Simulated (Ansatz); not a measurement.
The cluster Li₆H₅ was relaxed with r2SCAN-D4 (def2-TZVP, def2-TZVPD) in Ansatz in these states: charge -1 singlet, neutral doublet. The geometries follow in no particular order.

A:

```tsv
atom	x (Å)	y (Å)	z (Å)
Li1	-1.1974	-0.7734	1.4322
Li2	-0.0837	-1.9870	-0.3557
Li3	0.0368	2.4353	0.1781
Li4	-1.3072	0.2002	-0.9501
Li5	1.2546	1.1083	-1.7780
Li6	1.0625	0.0626	0.6189
H7	1.6966	1.6252	-0.0464
H8	-1.7832	-1.4390	-0.1339
H9	-0.6871	0.8391	0.8083
H10	0.5300	-0.4873	-1.1463
H11	0.4781	-1.5839	1.3729
```

B:

Cartesian coordinates in Å:
```
Li 0.546 -1.882 -0.594
Li 1.479 0.260 -1.393
Li -1.851 -0.161 1.525
Li -1.082 0.031 -1.178
Li -0.849 2.146 0.660
Li 0.691 0.096 1.060
H -0.577 1.013 2.043
H 0.238 -0.875 -2.071
H -0.769 -1.100 0.416
H 0.273 1.295 -0.479
H 1.902 -0.822 0.012
```

Question: Judge from the bond lengths which geometry belongs to which state (an estimate).

Answer: A is the charge -1 singlet (Li4–H8 1.892 Å, Li6–H11 1.903 Å, Li5–H7 1.860 Å); B is the neutral doublet (Li4–H8 1.834 Å, Li6–H11 1.845 Å, Li5–H7 1.808 Å).

A triplet lies near this restricted singlet, and broken spin symmetry wasn't tried. At r2SCAN-D4/def2-TZVPD the highest occupied level of the relaxed charge -1 singlet lies above zero (up to 0.97 eV). By energy differences its removal costs 0.16 eV (each at its own geometry, to the charge 0 doublet, at PBE0-D4/def2-TZVPD). These are the stationary points nearest to one start from a short search; other shapes may lie lower in each state.
